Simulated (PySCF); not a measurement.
# Static response to an electric field

Species: C5H7F2N.
Structure used (PBE0-D3(BJ)/def2-SVP), in Å, numbered top down from 1:
```
atom  x, y, z in Å
C1    -1.7218    1.3706   -0.2015
C2    -0.5194    0.7812   -0.2230
C3    -0.2669   -0.6375    0.0646
N4     0.8588   -1.2344    0.0097
C5     2.0549   -0.5269   -0.3616
C6    -1.4202   -1.5291    0.4765
F7    -2.3656   -1.5732   -0.4920
F8    -2.0202   -1.0577    1.5944
H9    -2.6359    0.8239    0.0377
H10   -1.8220    2.4349   -0.4289
H11    0.3583    1.3834   -0.4730
H12    1.9868   -0.0982   -1.3773
H13    2.9106   -1.2161   -0.3463
H14    2.2803    0.3028    0.3320
H15   -1.0430   -2.5466    0.6639
```

Level: wB97X-D/def2-SVPD (PySCF), static field, nuclei fixed, core orbitals frozen in the response. The polarisability tensor in these axes (au):

```
x    93.65 -13.41  -3.48
y   -13.41  73.25  -2.97
z    -3.48  -2.97  53.29
```

Q: Give the principal values, the mean and the anisotropy Δα = √{½[(α1 − α2)² + (α2 − α3)² + (α1 − α3)²]}.

A: Principal values 52.01, 67.81 and 100.36 au; mean 73.40 au = 10.88 Å³ = 12.10 × 10⁻⁴⁰ C²·m²/J; Δα = 42.70 au (58 % of the mean).

Q: What is the dipole moment, and where does it point?

A: (1.42, 1.94, -0.69) D, 2.50 D in size, pointing from the negative to the positive side. Measured along this direction, the outermost atoms are H15 at the negative end and H14, H12 and H11 at the positive end.

Q: What would n − 1 = 2πNα be for an ideal gas of these molecules at 273.15 K and 1 atm, electronic part alone?

A: N = p/kT = 2.6868 × 10¹⁹ cm⁻³, so n − 1 = 2π × N × 10.88 × 10⁻²⁴ cm³ = 1836 × 10⁻⁶ at long wavelengths, for an ideal gas.

Q: Estimate the molar refractivity from the static electronic polarisability.

A: Lorentz–Lorenz: R = (4π/3)N_A α = 2.5225 cm³/(mol·Å³) × 10.88 Å³ = 27.4 cm³/mol, in the limit of long wavelengths.

Q: Give the principal axes and the span of the nuclei along them.

A: Largest value along (0.90, -0.44, -0.04), where the nuclei span 5.89 Å; middle along (0.41, 0.87, -0.28), 4.30 Å; least along (0.16, 0.23, 0.96), 2.18 Å. The response follows the extents in order.

Q: Find the Langevin capture rate constant for NO+ (29.998 u) meeting this molecule (119.055 u), k = 2.342 × 10⁻⁹ cm³/s × √(α in Å³ / reduced mass in u).

A: The reduced mass is 23.96 u, so k = 1.58 × 10⁻⁹ cm³/s. The formula leaves out the permanent dipole, which adds to the capture rate.

The structure is a single PBE0-D3(BJ)/def2-SVP conformer in the gas phase; no vibrational or solvent corrections.
